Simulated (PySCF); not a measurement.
An unknown is described by computed data only.

Formula: C6H10ClPSi2.

| Property | Result |
| --- | --- |
| 13C NMR | chemical shifts (computed TMS as zero) by class: 140.6 (2 C), 136.3 (1 C), 135.4 (1 C), 133.7 (2 C) ppm [GIAO PBE0/pcSseg-1] |
| NMR, other nuclei | isotropic shieldings of nuclei other than C and H, by class: 358 (1 Si), 397 (1 Si), 612 (1 P), 1003 (1 Cl) ppm [GIAO PBE0/pcSseg-1] |
| 1H NMR | chemical shifts (computed TMS as zero) by class: 7.84 (2 H), 7.70 (1 H), 7.66 (2 H), 5.22 (2 H), 5.13 (2 H), 0.97 (1 H) ppm [GIAO PBE0/pcSseg-1] |
| Dipole | 2.44 D [PBE0/pcSseg-1] |
| Rotational structure | rotational constants A, B, C: 1.279, 0.352, 0.318 GHz [GFN2-xTB] |

Electronic properties: PySCF, gas phase, density fitting. Levels stand in brackets. The structure is a single GFN2-xTB conformer in the gas phase; no vibrational or solvent corrections. Each NMR value is the plain mean over a class of atoms that symmetry, rotation or inversion makes alike.

Question: What is the compound? Reason from the data.

Answer: Numbering: `[Cl:1][SiH2:2][PH:3][SiH2:4][c:5]1[cH:6][cH:7][cH:8][cH:9][cH:10]1`. 6 carbons fall into 4 classes; from least to most shielded: aromatic CH carbon [C6/C10] (140.6 ppm, 2 C), aromatic CH carbon [C8] (136.3 ppm), substituted aromatic carbon [C5] (135.4 ppm), aromatic CH carbon [C7/C9] (133.7 ppm, 2 C). Hydrogen classes from least to most shielded: 2 H on the ortho carbons, C6/C10 (7.84 ppm), 1 H on the para carbon, C8 (7.70 ppm), 2 H on the meta carbons, C7/C9 (7.66 ppm), 2 H on a chlorine-bound silicon, Si2 (5.22 ppm, a mean of values up to 1.0 ppm apart in this geometry), 2 H on an SiH2 silicon, Si4 (5.13 ppm), 1 H on a three-coordinate phosphorus, P3 (0.97 ppm). The other shieldings belong to: 358 ppm, chlorine-bound silicon [Si2]; 397 ppm, SiH2 silicon [Si4]; 612 ppm, three-coordinate phosphorus [P3]; 1003 ppm, silicon-bound chlorine [Cl1]. The optimised geometry has point group C1 and is an asymmetric top. Structure: `Cl[SiH2]P[SiH2]c1ccccc1`. The assignments are read from this structure; whether some other isomer fits the data as well wasn't checked.

The values belong to the conformer `[Cl:1][SiH2:2][PH:3][SiH2:4][c:5]1[cH:6][cH:7][cH:8][cH:9][cH:10]1`: Cl1–Si2–P3–Si4 165°, Si2–P3–Si4–C5 70°, P3–Si4–C5–C6 -119°.
